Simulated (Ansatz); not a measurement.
`C[Si](C)(Cl)C#N` + H₂ → `C[SiH](C)C#N` + HCl at 700 K and 1 bar (hydrogenolysis of the Si–Cl bond).

Computed with Ansatz on PBE0-D4/def2-TZVP structures; ΔE is electronic, products minus reactants. CBS: MP2 limit from def2 TZ/QZ plus the TZ coupled-cluster correction, frozen cores. This one scheme is used for every species.

```json
{"species": "`C[Si](C)(Cl)C#N`", "CCSD(T)/CBS energy (Eh)": "-921.41227", "H − E (kJ/mol)": "314.0", "S (J/(mol·K))": "518.9"}
{"species": "H₂", "CCSD(T)/CBS energy (Eh)": "-1.17544", "H − E (kJ/mol)": "46.8", "S (J/(mol·K))": "155.3"}
{"species": "`C[SiH](C)C#N`", "CCSD(T)/CBS energy (Eh)": "-462.17463", "H − E (kJ/mol)": "323.5", "S (J/(mol·K))": "478.2"}
{"species": "HCl", "CCSD(T)/CBS energy (Eh)": "-460.38127", "H − E (kJ/mol)": "38.4", "S (J/(mol·K))": "211.8"}
```

H − E and S are ideal-gas, rigid-rotor, harmonic terms from PBE0-D4/def2-TZVP. The MP2-based limit puts H₂ 0.8 mEh under its directly extrapolated value; such offsets cancel only in part. 1 Eh = 2625.50 kJ/mol, R = 8.31446 J/(mol·K).

Task: By hand: ΔE, ΔH, ΔS and ΔG.

Result: ΔE = (-462.17463) + (-460.38127) − (-921.41227) − (-1.17544) = 0.03181 Eh = 83.5 kJ/mol. Δ(H − E) = 323.5 + 38.4 − 314.0 − 46.8 = 1.1, so ΔH = 84.6 kJ/mol. ΔS = 478.2 + 211.8 − 518.9 − 155.3 = 15.8 J/(mol·K). ΔG = 84.6 − 700 × (15.8)/1000 = 73.5 kJ/mol.

Task: By hand: the equilibrium constant, and the temperature at which ΔG would vanish if ΔH and ΔS stayed fixed.

Result: log₁₀ K = −ΔG/(RT ln 10) = -5.5. ΔG = 0 at ΔH/ΔS = 5354 K, far beyond where these terms or the molecules hold.

ΔH outweighs TΔS. A doubt of 5 kJ/mol in ΔE shifts log₁₀ K by 0.4 here. These are equilibria of isolated gas molecules and say nothing of rates. Largest T1 diagnostic: 0.012 (customary marks: 0.02 for closed shells, 0.045 for open ones).
